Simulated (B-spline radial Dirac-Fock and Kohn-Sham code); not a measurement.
Calculated with a radial atomic solver, using Dirac-Fock energy differences between relaxed states, corrected for Breit and QED terms. Correlation and solid-state effects are left out.

**Question.** Identify the element and charge state from the binding energies below (tabulated ground configuration; the least bound level is included).

```csv
level,binding energy (eV)
L1,4858.5
L2,4544.8
M1,1257.9
M2,1130.5
M4,864.5
M5,855.9
"N2,3",411.0
```

**Answer.** Sn¹⁵⁺: Z = 50 with 35 electrons, [Ar] 3d10 4s2 4p5.
